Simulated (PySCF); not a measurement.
## SMILES N(CC=C)(C)C(=O)C=C, C7H11NO

Geometry (Å), atoms numbered from 1 in this order:
```xyz
20

C     3.4289    0.1350    0.2330
C     2.1870    0.5331    0.4340
C     1.1469    0.6305   -0.6386
N    -0.0747   -0.0575   -0.2618
C     0.0121   -1.4888   -0.0896
C    -1.2124    0.6673   -0.0990
O    -1.2436    1.8683   -0.3145
C    -2.4162   -0.0756    0.3573
C    -3.6245    0.4311    0.1653
H     4.1520    0.0946    1.0294
H     3.7803   -0.1519   -0.7451
H     1.8490    0.8194    1.4207
H     1.5273    0.2245   -1.5827
H     0.8681    1.6793   -0.7893
H    -0.7889   -1.9977   -0.6285
H    -0.0289   -1.7744    0.9659
H     0.9657   -1.8266   -0.4913
H    -2.2740   -1.0108    0.8762
H    -4.5210   -0.0627    0.5003
H    -3.7382    1.3736   -0.3448
```

Method: PySCF 2.14.0, GIAO BHandHLYP/pcSseg-1 magnetisability, rotational g tensor and spin-rotation constants, non-relativistic, gas phase. Geometry: GFN2-xTB.

Question: How diamagnetic is it, and how anisotropic?

Answer: Isotropic -1273 × 10⁻³⁰ J/T², or -76.7 × 10⁻⁶ cm³/mol; principal values -1422, -1246, -1152 × 10⁻³⁰ J/T², anisotropy 238 × 10⁻³⁰ J/T² (root of half the summed squared differences of the principal values). The susceptibility is in cgs units.

Question: Split it along the inertial axes a, b, c into diamagnetic and paramagnetic parts about the centre of mass, with the quadrupole moment.

Answer: 
| axis | χ (10⁻⁶ cm³/mol) | diamagnetic (10⁻⁶ cm³/mol) | paramagnetic (10⁻⁶ cm³/mol) | summed x² of all electrons (Å²) | quadrupole Θ (D Å) |
| --- | --- | --- | --- | --- | --- |
| a | -70.2 | -426.9 | 356.6 | 330.5 | +7.87 |
| b | -76.2 | -1513.8 | 1437.7 | 74.3 | -7.02 |
| c | -83.6 | -1717.2 | 1633.6 | 26.3 | -0.84 |

Anisotropies 2χaa − χbb − χcc = +19.3 and 2χbb − χaa − χcc = +1.5 × 10⁻⁶ cm³/mol. Θ is traceless in Buckingham's convention.

Question: And the rotational g tensor?

Answer: 
| axis | rotational constant (GHz) | g | nuclear part | electronic part |
| --- | --- | --- | --- | --- |
| a | 4.0380 | -0.0571 | 0.6195 | -0.6766 |
| b | 0.8688 | -0.0063 | 0.5805 | -0.5868 |
| c | 0.7595 | -0.0042 | 0.5787 | -0.5829 |

Asymmetric top; isotopes 12C, 1H, 14N, 16O; no vibrational averaging.
